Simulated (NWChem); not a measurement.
System: CH4ClFOSi; SMILES Cl[SiH](F)OC

NWChem printed, in part:

```
             Northwest Computational Chemistry Package (NWChem) 7.3.0
             --------------------------------------------------------

                             Geometry "geometry" -> ""
                             -------------------------

 Output coordinates in angstroms (scale by  1.889725989 to convert to a.u.)

  No.       Tag          Charge          X              Y              Z
 ---- ---------------- ---------- -------------- -------------- --------------
    1 Si                  14.0000     0.29018500    -0.08230000     0.37981600
    2 F                    9.0000     1.78364200     0.08250100    -0.25347800
    3 Cl                  17.0000    -0.42625500    -1.94346700    -0.09745100
    4 O                    8.0000    -0.74250600     1.01144300    -0.30418200
    5 C                    6.0000    -0.61877400     2.41993300    -0.15958100
    6 H                    1.0000     0.41653900     0.08502700     1.85542600
    7 H                    1.0000     0.26399800     2.81007100    -0.71166400
    8 H                    1.0000    -0.52935300     2.72642100     0.90761000
    9 H                    1.0000    -1.52960400     2.89244600    -0.57771500

 Effective nuclear repulsion energy (a.u.)     303.4404500263

                                 NWChem DFT Module
                                 -----------------

 Summary of "ao basis" -> "ao basis" (spherical)
 ------------------------------------------------------------------------------
       Tag                 Description            Shells   Functions and Types
 ---------------- ------------------------------  ------  ---------------------
 Si                          6-31g*                  8       18   4s3p1d
 F                           6-31g*                  6       14   3s2p1d
 Cl                          6-31g*                  8       18   4s3p1d
 O                           6-31g*                  6       14   3s2p1d
 C                           6-31g*                  6       14   3s2p1d
 H                           6-31g*                  2        2   2s

 in cosmo_initialize ...
 calling solv_data for solv:dioxane

 solvent parameters
 solvname_short: dioxane
 solvname_long:  1,4-dioxane
 dielec:        2.2099
 dielecinf:     2.0232
 nonaqueous SMD model solvent descriptors
 dielec:        2.2099
 sola:          0.0000
 solb:          0.6400
 solc:          0.0000
 solg:         47.1400
 solh:          0.0000
 soln:          1.4224

          ---------------
          -cosmo- solvent
          ---------------
 Cosmo: York-Karplus, doi: 10.1021/jp992097l
 dielectric constant -eps-     =   2.21
 screen = (eps-1)/(eps    )    =   0.54749
 surface charge correction     = lagrangian

   van der Waals surface
 --------------------------

 ---------- ATOMIC COORDINATES (A.U.) ------------ VDWR(ANG.) --
     1    0.54837014   -0.15552445    0.71774817     2.470
     2    3.37059464    0.15590428   -0.47900396     1.730
     3   -0.80550515   -3.67262010   -0.18415569     2.380
     4   -1.40313288    1.91135012   -0.57482063     2.294
     5   -1.16931331    4.57301028   -0.30156436     1.850
     6    0.78714457    0.16067773    3.50624673     1.200
     7    0.49888388    5.31026420   -1.34484996     1.200
     8   -1.00033212    5.15218862    1.71513420     1.200
     9   -2.89053243    5.46593038   -1.09172305     1.200
 number of segments per atom =        128
 number of   points per atom =        128
 atom (   nspa,  nppa )
 ----------------------
    1 (     44,     0 )       0
    2 (     66,     0 )       0
    3 (     91,     0 )       0
    4 (     55,     0 )       0
    5 (     44,     0 )       0
    6 (     31,     0 )       0
    7 (     52,     0 )       0
    8 (     52,     0 )       0
    9 (     51,     0 )       0
 number of -cosmo- surface points =      486
 molecular surface =    144.586 angstrom**2
 molecular volume  =    137.899 angstrom**3
 -lineq- algorithm             =   0
 -bem- low  level              =   3
 -bem- from -octahedral-
 gaussian surface charge width =   4.50000
 degree of switching           =   1.00000
 switching function tolerance  =   0.00010
 atomic radii =
 --------------
    1 14.000  2.470
    2  9.000  1.730
    3 17.000  2.380
    4  8.000  2.294
    5  6.000  1.850
    6  1.000  1.200
    7  1.000  1.200
    8  1.000  1.200
    9  1.000  1.200
 ...... end of -cosmo- initialization ......

 nat:                     9
 ixmem:                  4523
 calling mnsol_interface()
 G(SMD-CDS) energy (kcal/mol)  =    -0.183
 SMD-CDS SASA (angstrom**2)    =   150.881

            General Information
            -------------------
          SCF calculation type: DFT
          Wavefunction type:  closed shell.
          No. of atoms     :     9
          No. of electrons :    58
           Alpha electrons :    29
            Beta electrons :    29
          Charge           :     0
          Spin multiplicity:     1
          Use of symmetry is: off; symmetry adaption is: off
          Maximum number of iterations: 150
          AO basis - number of functions:    86
                     number of shells:    42
          Convergence on energy requested:  1.00D-06
          Convergence on density requested:  1.00D-05
          Convergence on gradient requested:  5.00D-04

              XC Information
              --------------
                       M05-2X Method XC Functional
                     Hartree-Fock (Exact) Exchange  0.560
                M05-2X metaGGA Exchange Functional  0.440
                      M05-2X Correlation Potential  1.000

             Grid Information
             ----------------
          Grid used for XC integration:  medium
          Radial quadrature: Mura-Knowles
          Angular quadrature: Lebedev.
          Tag              B.-S. Rad. Rad. Pts. Rad. Cut. Ang. Pts.
          ---              ---------- --------- --------- ---------
          Si                  1.10       88          10.0       590
          F                   0.50       49          11.0       434
          Cl                  1.00       88          12.0       590
          O                   0.60       49           8.0       434
          C                   0.70       49          11.0       434
          H                   0.35       45          12.0       434
          Grid pruning is: on
          Number of quadrature shells:   503
          Spatial weights used:  Erf1

      Superposition of Atomic Density Guess
      -------------------------------------

 Sum of atomic energies:        -962.04775880

      Non-variational initial energy
      ------------------------------

 Total energy =    -963.584490
 1-e energy   =   -1934.821471
 2-e energy   =     667.796532
 HOMO         =      -0.382745
 LUMO         =       0.071709

   convergence    iter        energy       DeltaE   RMS-Dens  Diis-err
 ---------------- ----- ----------------- --------- --------- ---------
     COSMO gas phase
 d= 0,ls=0.0,diis     1   -965.2321414962 -1.27D+03  1.27D-02  8.40D-01
 d= 0,ls=0.0,diis     2   -965.2512039344 -1.91D-02  5.38D-03  8.73D-01
 d= 0,ls=0.0,diis     3   -965.3274055364 -7.62D-02  9.69D-04  1.26D-02
 d= 0,ls=0.0,diis     4   -965.3283940524 -9.89D-04  3.77D-04  1.65D-03
 d= 0,ls=0.0,diis     5   -965.3285965215 -2.02D-04  8.16D-05  1.00D-04
  Resetting Diis
 d= 0,ls=0.0,diis     6   -965.3286055761 -9.05D-06  2.90D-05  1.70D-05
 d= 0,ls=0.0,diis     7   -965.3286071318 -1.56D-06  1.25D-05  5.94D-07
 d= 0,ls=0.0,diis     8   -965.3286071648 -3.30D-08  4.96D-06  4.90D-07

   convergence    iter        energy       DeltaE   RMS-Dens  Diis-err
 ---------------- ----- ----------------- --------- --------- ---------
     COSMO solvation phase
 d= 0,ls=0.0,diis     1   -965.3319750666 -3.37D-03  6.20D-04  7.12D-04
 d= 0,ls=0.0,diis     2   -965.3321779756 -2.03D-04  1.35D-04  1.46D-04
 d= 0,ls=0.0,diis     3   -965.3321907942 -1.28D-05  5.76D-05  5.58D-05
 d= 0,ls=0.0,diis     4   -965.3321961436 -5.35D-06  1.83D-05  2.42D-06
 d= 0,ls=0.0,diis     5   -965.3321964312 -2.88D-07  5.76D-06  2.88D-07

         Total DFT energy =     -965.332196431191
      One electron energy =    -1937.562264030517
           Coulomb energy =      744.000891404297
    Exchange-Corr. energy =      -75.223733789743
 Nuclear repulsion energy =      303.440450026282

             COSMO energy =        0.012459958489

 Numeric. integr. density =       57.999995869698

                                COSMO-SMD solvation results
                                ---------------------------

             internal energy in gas <Psi(g)|H|Psi(g)> =      -965.328607164815
         internal energy in solvent <Psi(s)|H|Psi(s)> =      -965.328365402124
                               delta internal energy  =         0.000241762692 (    0.15 kcal/mol)
   total free energy in solvent <Psi(s)|H+V/2|Psi(s)> =      -965.331905299634
 polarization energy contribution <Psi(s)|V/2|Psi(s)> =        -0.003539897510 (   -2.22 kcal/mol)
    total free energy in solvent including G(SMD-CDS) =      -965.332196431191
                       G(SMD-CDS) energy contribution =        -0.000291131557 (   -0.18 kcal/mol)
     1 M fixed-concentration free energy of solvation =        -0.003589266376 (   -2.25 kcal/mol)

                       DFT Final Molecular Orbital Analysis
                       ------------------------------------

 Vector   27  Occ=2.000000D+00  E=-4.047100D-01
              MO Center= -4.6D-01, -1.1D+00, -9.2D-02, r^2= 3.5D+00
   Bfn.  Coefficient  Atom+Function         Bfn.  Coefficient  Atom+Function
  ----- ------------  ---------------      ----- ------------  ---------------
    41      0.456043  3 Cl pz                39      0.367991  3 Cl px
    40     -0.249306  3 Cl py                45      0.250414  3 Cl pz
    43      0.195550  3 Cl px                37     -0.177268  3 Cl pz
    35     -0.142842  3 Cl px                55     -0.143515  4 O  pz
    44     -0.140626  3 Cl py                53     -0.136786  4 O  px

 Vector   28  Occ=2.000000D+00  E=-3.950867D-01
              MO Center= -4.4D-01,  1.3D-01,  6.6D-02, r^2= 4.6D+00
   Bfn.  Coefficient  Atom+Function         Bfn.  Coefficient  Atom+Function
  ----- ------------  ---------------      ----- ------------  ---------------
    41      0.416301  3 Cl pz                53      0.318704  4 O  px
    57      0.232690  4 O  px                45      0.231443  3 Cl pz
    80     -0.209511  6 H  s                 55      0.172667  4 O  pz
    67     -0.169142  5 C  px                37     -0.161359  3 Cl pz
     9     -0.150341  1 Si pz                79     -0.146821  6 H  s

 Vector   29  Occ=2.000000D+00  E=-3.813102D-01
              MO Center= -4.8D-01,  1.3D+00, -1.1D-01, r^2= 2.6D+00
   Bfn.  Coefficient  Atom+Function         Bfn.  Coefficient  Atom+Function
  ----- ------------  ---------------      ----- ------------  ---------------
    55      0.445686  4 O  pz                59      0.352458  4 O  pz
    53     -0.241199  4 O  px                69     -0.199234  5 C  pz
    57     -0.195810  4 O  px                39      0.173093  3 Cl px
    82      0.170145  7 H  s                 84     -0.169923  8 H  s
    81      0.160565  7 H  s                 80     -0.156780  6 H  s

 Vector   30  Occ=0.000000D+00  E= 7.715057D-02
              MO Center=  1.4D-01, -4.5D-01,  4.5D-01, r^2= 4.6D+00
   Bfn.  Coefficient  Atom+Function         Bfn.  Coefficient  Atom+Function
  ----- ------------  ---------------      ----- ------------  ---------------
    12      0.992078  1 Si py                10     -0.807148  1 Si s
    42      0.796023  3 Cl s                 44      0.583400  3 Cl py
    70     -0.497987  5 C  s                  8      0.430817  1 Si py
     6     -0.396165  1 Si s                 80      0.295897  6 H  s
    38      0.264226  3 Cl s                 43      0.263909  3 Cl px

 Vector   31  Occ=0.000000D+00  E= 8.981778D-02
              MO Center=  3.1D-01, -1.3D-01,  5.5D-01, r^2= 4.3D+00
   Bfn.  Coefficient  Atom+Function         Bfn.  Coefficient  Atom+Function
  ----- ------------  ---------------      ----- ------------  ---------------
    11      1.038052  1 Si px                24     -0.488425  2 F  s
    56      0.369704  4 O  s                  7      0.366507  1 Si px
    43     -0.226153  3 Cl px                73      0.195581  5 C  pz
    39     -0.187765  3 Cl px                82      0.180817  7 H  s
    13     -0.169707  1 Si pz                84     -0.167063  8 H  s

 Vector   32  Occ=0.000000D+00  E= 9.529970D-02
              MO Center=  1.6D-01,  6.7D-01,  2.4D-02, r^2= 4.2D+00
   Bfn.  Coefficient  Atom+Function         Bfn.  Coefficient  Atom+Function
  ----- ------------  ---------------      ----- ------------  ---------------
    10      0.836381  1 Si s                 56     -0.786145  4 O  s
    12      0.652939  1 Si py                70     -0.427524  5 C  s
    13     -0.404382  1 Si pz                72     -0.365578  5 C  py
     6      0.295802  1 Si s                 24     -0.278535  2 F  s
    80     -0.266726  6 H  s                 82      0.241953  7 H  s

     Multipole analysis of the density
     ---------------------------------

     L   x y z        total         alpha         beta         nuclear
     -   - - -        -----         -----         ----         -------
     0   0 0 0     -0.000000    -29.000000    -29.000000     58.000000

     1   1 0 0     -0.080529     -1.776848     -1.776848      3.473167
     1   0 1 0      1.127173      2.758997      2.758997     -4.390822
     1   0 0 1      0.598342      0.807347      0.807347     -1.016351

     2   2 0 0    -34.300072    -92.983390    -92.983390    151.666707
     2   1 1 0     -1.057829      8.415894      8.415894    -17.889617
     2   1 0 1      0.301800     -2.648287     -2.648287      5.598375
     2   0 2 0    -28.586501   -248.894508   -248.894508    469.202516
     2   0 1 1     -0.054203      5.727771      5.727771    -11.509746
     2   0 0 2    -31.155501    -31.217116    -31.217116     31.278732
```

Level: M05-2X/6-31G* (spherical d), SMD on the gas-phase geometry. Structure relaxed at the PBE-D3(BJ)/def2-SVP level. Solvent: 1,4-dioxane.

Q: Reconstruct the input file.

A: This is not unique; one that fits is the input that was run:
```
start job
memory heap 200 mb stack 900 mb global 1100 mb
geometry units angstroms noautosym nocenter noautoz
  Si     0.290185    -0.082300     0.379816
  F      1.783642     0.082501    -0.253478
  Cl    -0.426255    -1.943467    -0.097451
  O     -0.742506     1.011443    -0.304182
  C     -0.618774     2.419933    -0.159581
  H      0.416539     0.085027     1.855426
  H      0.263998     2.810071    -0.711664
  H     -0.529353     2.726421     0.907610
  H     -1.529604     2.892446    -0.577715
end
basis spherical
  Si library 6-31g*
  F library 6-31g*
  Cl library 6-31g*
  O library 6-31g*
  C library 6-31g*
  H library 6-31g*
end
dft
  xc m05-2x
  iterations 150
end
cosmo
  do_cosmo_smd true
  solvent dioxane
end
task dft energy
```
